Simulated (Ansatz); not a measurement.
C4H9AlClF (SMILES CCC[CH2][Al]([F])[Cl]), singlet, geometry from GFN2-xTB (such geometries of metal compounds can be far from the true shape), atoms displaced at random by about 0.08 Å a coordinate; PBE0/STO-3G, gradient (Ansatz, a first-principles code).

Input for Ansatz:
Ansatz 0.2 input:
```yaml
crystal:
  periodic: [false, false, false]
  atoms:
    - {symbol: Al, position_ang: [0.77091600, 0.47064647, 1.08109082]}
    - {symbol: Cl, position_ang: [0.07505898, -0.60491252, 2.49717995]}
    - {symbol: F, position_ang: [2.09515529, 1.47655636, 1.33194747]}
    - {symbol: C, position_ang: [0.10858429, 0.58014689, -0.98333170]}
    - {symbol: C, position_ang: [-1.00562189, -0.46511508, -1.19153359]}
    - {symbol: C, position_ang: [-1.64524978, -0.34005458, -2.46294423]}
    - {symbol: C, position_ang: [-0.65777738, -0.71519369, -3.67608155]}
    - {symbol: H, position_ang: [-0.08441710, 1.66144969, -1.09573268]}
    - {symbol: H, position_ang: [0.83150338, 0.51618741, -1.56640930]}
    - {symbol: H, position_ang: [-0.67904810, -1.38579368, -0.94922551]}
    - {symbol: H, position_ang: [-1.77362402, -0.30538146, -0.25392604]}
    - {symbol: H, position_ang: [-2.48224766, -0.92434157, -2.49337961]}
    - {symbol: H, position_ang: [-2.02823182, 0.65507432, -2.65330376]}
    - {symbol: H, position_ang: [-0.16067660, -1.63974256, -3.47121902]}
    - {symbol: H, position_ang: [0.11904113, -0.09531313, -3.74504307]}
    - {symbol: H, position_ang: [-1.26005898, -0.69042342, -4.54878381]}
basis:
  gaussian:
    orbitals: STO-3G
hamiltonian:
  xc: pbe0
output: {forces: true}
```

It wrote (shortened):

```
Functional definition: PBE0
676 factors; integrals over basis functions are off by at most 6.0e-5 eV
mean field evaluation 1: about -25809.3556 eV, gradient 2.8e1 eV
mean field evaluation 2: about -25806.3472 eV, gradient 4.6e1 eV
mean field evaluation 4: about -25812.3944 eV, gradient 2.1e0 eV
mean field evaluation 8: about -25812.3752 eV, gradient 3.7e-2 eV
mean field -25812.37517881 eV, -948.5872915648 hartree, gradient 3.5e-5 eV, S^2 0.000000; 0 other end points of the search recorded, 0 dependent functions left out
the calculation of the forces begins
reference -25812.37519991 eV, -948.5872923402 hartree; 36, 36 occupied and 16, 16 virtual orbitals, 676 factors
Total energy: -25812.37519991 eV, -948.5872923402 hartree
Atom 0 at     0.770916     0.470646     1.081091 Å, force     3.043090     4.597287    -7.464440 eV/Å
Atom 1 at     0.075059    -0.604913     2.497180 Å, force    -1.916343    -2.858656     3.754873 eV/Å
Atom 2 at     2.095155     1.476556     1.331947 Å, force    -1.658442    -1.322264     0.089823 eV/Å
Atom 3 at     0.108584     0.580147    -0.983332 Å, force    -5.686874     1.308015    10.674740 eV/Å
Atom 4 at    -1.005622    -0.465115    -1.191534 Å, force    -1.936136     5.922872     6.411164 eV/Å
Atom 5 at    -1.645250    -0.340055    -2.462944 Å, force     1.910283     1.241409    -4.859257 eV/Å
Atom 6 at    -0.657777    -0.715194    -3.676082 Å, force    -4.473900    -1.936239     3.088407 eV/Å
Atom 7 at    -0.084417     1.661450    -1.095733 Å, force    -1.565382    -0.411396     0.150777 eV/Å
Atom 8 at     0.831503     0.516187    -1.566409 Å, force     8.512925    -2.027152    -6.518252 eV/Å
Atom 9 at    -0.679048    -1.385794    -0.949226 Å, force     2.044180    -4.626407     0.295911 eV/Å
Atom 10 at    -1.773624    -0.305381    -0.253926 Å, force     1.637222    -0.145499    -3.058577 eV/Å
Atom 11 at    -2.482248    -0.924342    -2.493380 Å, force    -3.043739    -2.721365    -0.510197 eV/Å
Atom 12 at    -2.028232     0.655074    -2.653304 Å, force     0.131315     0.858454     0.097836 eV/Å
Atom 13 at    -0.160677    -1.639743    -3.471219 Å, force    -0.300485    -1.627728    -0.153828 eV/Å
Atom 14 at     0.119041    -0.095313    -3.745043 Å, force     3.676121     4.189454    -0.446603 eV/Å
Atom 15 at    -1.260059    -0.690423    -4.548784 Å, force    -0.373835    -0.440783    -1.552378 eV/Å
Dipole moment:     0.060597     0.159388    -0.226344 e Å
```
